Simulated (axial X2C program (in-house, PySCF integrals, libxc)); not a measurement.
Values are calculated unless marked as measured or tabulated.
IO: input and output

Program: an axial X2C code built on PySCF integrals.

Input:
```json
{
 "zs": [
  53,
  8
 ],
 "q": 0,
 "bas": [
  "dyall-cv3z",
  "dyall-av3z"
 ],
 "levels": [
  "PBE0",
  "HF",
  "PBEsol"
 ],
 "cc": true,
 "r0": 1.96,
 "thr": -2.0,
 "nmax": 90,
 "npts": 10,
 "nst": 2,
 "ntry": 6
}
```
```bash
python so2c.py task.json out
```

Keys: zs atomic numbers; q charge; bas basis sets; levels methods; cc coupled cluster on or off; r0 starting distance in Å; thr threshold in hartree for freezing inner shells (an s shell follows its p shell); nmax most natural virtual spinors; npts points on the curve; nst determinants followed; ntry starts of the search. HF also brings MP2.

Output of the PBE0 step, two-component, at R = 1.863 Å for the state Ω = 3/2. It starts from the PBE0 orbitals of the search at 1.863 Å.

```
two-component X2C + atomic mean field  PBE0
basis functions 178  fitting functions 912  grid points 5078
iter        total energy     max residual
   1      -7187.515074038     6.25e-06
   2      -7187.515074037     2.12e-05
   3      -7187.515074040     3.06e-06
   4      -7187.515074040     1.41e-06
converged
one-electron -10087.13295407  Coulomb 2974.77697793  exact exchange -47.08724072  xc functional -144.17533696  nuclear repulsion 120.43539315  atomic mean-field constant -4.33191336
```
Energies are in hartree; totals compare only within one Hamiltonian and basis.
